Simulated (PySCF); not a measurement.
Gas-phase reaction: ZnH₂ + 2 O = Zn + 2 OH, at 500 K and a standard pressure of 1 bar. Level: BLYP/def2-TZVP†.

Computed with PySCF and rigid-rotor harmonic-oscillator thermochemistry at 1 bar. † marks an energy on the PBE0/def2-TZVP geometry and frequencies. Open shells (unrestricted): O (multiplicity 3, electronic degeneracy 9), OH (multiplicity 2, electronic degeneracy 4); the rest are closed-shell singlets. Spin-orbit splitting is ignored; it lowers the true energy and changes the entropy of O, OH. Zn: all electrons, no relativistic terms. ZnH₂: computed as isolated molecules; such fragments, hydroxides, amides, oligomers or adducts are transient or little studied in the gas. The harmonic model lacks anharmonicity and excited electronic states, which grow with temperature; levels with a mode under 35 cm⁻¹ are left out.

```
species       E (Ha)  H(500 K) − E (kJ/mol)  S°(500 K) (J/mol/K)
-------  -----------  ---------------------  -------------------
ZnH₂     -1780.64577                   48.1                221.7
O          -75.08516                   10.4                172.4
Zn       -1779.49304                   10.4                171.7
OH         -75.75469                   37.0                199.0
```
E: electronic energy; H − E holds the zero-point and thermal terms. 1 Ha = 2625.5 kJ/mol.

Question: Work out ΔH°, ΔS°, ΔG° and log10 K from these numbers.

Answer: 1. ΔE = 1×(-1779.49304) + 2×(-75.75469) − 1×(-1780.64577) − 2×(-75.08516) = -0.18633 Ha = -489.2 kJ.
2. Δ(H − E) = 1×(10.4) + 2×(37.0) − 1×(48.1) − 2×(10.4) = 15.5 kJ, so ΔH° = -473.7 kJ.
3. ΔS° = 1×(171.7) + 2×(199.0) − 1×(221.7) − 2×(172.4) = 3.2 J/K; the number of gas molecules stays the same.
4. ΔG° = ΔH° − TΔS° = -473.7 − 500×(3.2)/1000 = -475.3 kJ.
5. log10 K = −ΔG°/(RT ln 10) = 49.67, with RT ln 10 = 9.57 kJ/mol; at standard pressures the products are favoured.
6. A shift of 10 kJ in ΔE would move log10 K by 1.04 here.
For scale, ΔH°(298 K) is -473 kJ at this level, -427 kJ at ωB97M-V/def2-TZVP†, and runs from -740 to -174 kJ over the 20 levels computed.
